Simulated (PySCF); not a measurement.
Worked example: chemical shift, span and skew from a shielding tensor

C2H3Cl2FSi, SMILES Cl/C=C(\[SiH2]Cl)F. Atoms are numbered in the order given.

```xyz
9

F      0.4350     2.1147    -1.0460
C      0.5364     0.9641    -0.3419
C      1.6582     0.2471    -0.4898
Cl     1.9017    -1.2584     0.3304
Si    -0.9554     0.5486     0.7410
Cl    -2.1328    -0.8801    -0.1992
H      2.4755     0.5655    -1.1419
H     -0.5128     0.0131     2.0490
H     -1.7416     1.7966     0.8920
```

Coordinates come from a B3LYP-D3(BJ)/def2-SVP optimisation. The structure was generated by enumeration; whether it is a known compound was not checked. Other conformers were not sampled.

GIAO shieldings from PySCF with PBE0/pcSseg-1, non-relativistic, no solvent. The symmetric part of the tensor of Si5 has the principal values 349.6, 362.8, 415.5 ppm. The same nucleus in TMS has σ = 352.7 ppm at this level (PySCF, at its B3LYP-D3(BJ)/def2-TZVP geometry). Without spin–orbit terms, shifts of atoms bonded to Cl or Br come out too high.

Task: Work out the isotropic shielding, the ²⁹Si shift against TMS, the span and the skew.

Result: 
σ(iso) = (σ11 + σ22 + σ33)/3 = 376.0 ppm. δ = σ(ref) − σ(iso) = 352.7 − (376.0) = -23.3 ppm.
Span Ω = σ33 − σ11 = 65.9 ppm. Skew κ = 3(σ(iso) − σ22)/Ω = 0.60. Tumbling in solution averages the tensor to δ; in a static solid the shielding alone would spread this spin-1/2 line over Ω.
